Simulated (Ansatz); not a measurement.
Program: Ansatz. Geometries: PBE0-D4/def2-TZVP. ΔE: electronic, gas phase. CCSD(T)/CBS adds triple-zeta CCSD(T) − MP2 to the extrapolated MP2 energy (def2 sets, frozen cores). This one scheme is used for every species. Functionals use def2-TZVPP. Each species was taken in one conformer, which may not be the lowest.

Reaction (formal exchange of groups at a B–F bond): `NB(F)[SiH3]` + `C[SiH3]` → `NB([SiH3])C[SiH3]` + H–F

`NB(F)[SiH3]`:

Z-matrix (Å, degrees):
```
Si
B 1 2.031
H 1 1.489 2 111.2
H 1 1.491 2 110.7 3 120.0
H 1 1.489 2 111.1 3 -120.0
F 2 1.343 1 119.6 3 59.0
N 2 1.391 1 122.7 3 -121.1
H 7 1.008 2 122.6 1 -179.9
H 7 1.004 2 122.9 1 0.1
```

`C[SiH3]`:

Z-matrix (Å, degrees):
```
C
Si 1 1.871
H 1 1.092 2 110.8
H 1 1.092 2 110.8 3 -120.0
H 1 1.092 2 110.8 3 120.0
H 2 1.488 1 110.7 3 -179.9
H 2 1.488 1 110.7 3 -59.9
H 2 1.488 1 110.7 3 60.1
```

`NB([SiH3])C[SiH3]`:

Cartesian coordinates in Å:
```
N -0.283 -0.112 -1.917
B 0.194 0.279 -0.667
Si -0.140 2.186 -0.067
C 0.933 -0.755 0.252
Si -0.294 -1.653 1.356
H -0.794 0.499 -2.531
H -0.156 -1.040 -2.291
H 1.147 2.920 0.111
H -0.956 2.953 -1.056
H -0.852 2.245 1.243
H 1.661 -0.277 0.915
H 1.461 -1.525 -0.324
H -1.104 -0.689 2.148
H 0.407 -2.563 2.302
H -1.223 -2.469 0.526
```

H–F:

Cartesian coordinates in Å:
```
F -0.117 0.360 -0.261
H 0.117 -0.360 0.261
```

```csv
level,ΔE (eV)
r2SCAN,1.35
HF/def2-TZVPP,1.60
```

**Question.** What does CCSD(T)/CBS give? (Best estimate.)

**Answer.** Computed: +1.19 eV. The listed levels differ from it by 0.16, 0.41 eV.

Largest T1 diagnostic among the species: 0.013.

In def2-TZVPP, CCSD(T) changes the Hartree–Fock value by −0.37 eV (the triples alone add −0.05 eV) and MP2 by −0.42 eV. The D4 term adds −0.16 eV with B3LYP and −0.09 eV with PBE0; it sums over pairs of atoms, weighted by their polarisabilities, and B3LYP, whose exchange is more repulsive, gets the larger term.

B3LYP here is the variant with VWN-RPA as its local correlation; programs differ in this.
